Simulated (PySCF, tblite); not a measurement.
Isomers of C7H15P, one GFN2-xTB conformer each. Single-point energies are computed at PBE0/pcSseg-1 (PySCF, gas phase, no added dispersion term), electronic only.

Question: Rank them by PBE0/pcSseg-1 energy, lowest first (kcal/mol).
A. `[CH2:1]=[P:2]1([CH2:3][CH3:4])[CH2:5][CH2:6][CH2:7][CH2:8]1` with C1–P2–C3–C4 -46°, C1–P2–C5–C6 138°, P2–C5–C6–C7 -40°, C5–C6–C7–C8 50°, C6–C7–C8–P2 -36°
B. `C=C[PH](C)(C=C)CC`
C. `[CH2:1]=[CH:2][CH2:3][P:4]([CH3:5])[CH:6]([CH3:7])[CH3:8]` with C1–C2–C3–P4 -113°, C2–C3–P4–C5 72°, C3–P4–C6–C7 73°

Answer: C (0.0), A (15.0), B (69.1).

GFN2-xTB itself gives, in the same order: 0.0, 7.1, 52.3. Both levels put the same isomer lowest; measured from each level's own lowest isomer, the values differ by up to 16.8 kcal/mol (C=C[PH](C)(C=C)CC: 52.3 against 69.1).

Q: Which frontier levels, dipoles and rotational constants go with these structures?

A: 
```json
{"SMILES": "C=CCP(C)C(C)C", "HOMO (eV, PBE0/pcSseg-1)": "-6.53", "LUMO (eV)": "0.26", "dipole (D)": "1.20", "A, B, C (MHz)": "3152, 952.9, 805.8"}
{"SMILES": "C=P1(CC)CCCC1", "HOMO (eV, PBE0/pcSseg-1)": "-5.05", "LUMO (eV)": "0.96", "dipole (D)": "3.25", "A, B, C (MHz)": "2597, 1251, 1192"}
{"SMILES": "C=C[PH](C)(C=C)CC", "HOMO (eV, PBE0/pcSseg-1)": "-5.91", "LUMO (eV)": "-0.24", "dipole (D)": "0.35", "A, B, C (MHz)": "1979, 1314, 1100"}
```

Q: What happens when harmonic zero-point energies from GFN2-xTB frequencies are added?

A: 
```tsv
SMILES	ZPE (kcal/mol)	electronic (kcal/mol)	with ZPE (kcal/mol)
C=CCP(C)C(C)C	125.0	0.0	0.0
C=P1(CC)CCCC1	125.5	15.0	15.5
C=C[PH](C)(C=C)CC	120.9	69.1	65.0
```

The zero-point energies span 4.6 kcal/mol. The order is unchanged.
